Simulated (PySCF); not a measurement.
Vertical excitations of a molecule C6H6O from PySCF with TDA-LC-ωPBE/def2-SVPD, as energy in eV (oscillator strength): 6.54 (0.000), 6.87 (0.052), 6.89 (0.009), 7.02 (0.064), 7.29 (0.276), 7.54 (0.001), 7.63 (0.016), 8.24 (0.041), 8.39 (0.056), 8.48 (0.081). Lowest triplet (TDA): 4.09 eV. Coordinates come from a ωB97X-D3(BJ)/def2-SVP optimisation. One conformer was computed; it need not be the lowest.

**Question.** Which molecule gave these data?
A) C#C[C@@H]1CC=CO1
B) C=c1ccc(=C)o1
C) C#C[C@H]1COC1=C
D) C#CC1=CCOC1

**Answer.** C, C#C[C@H]1COC1=C
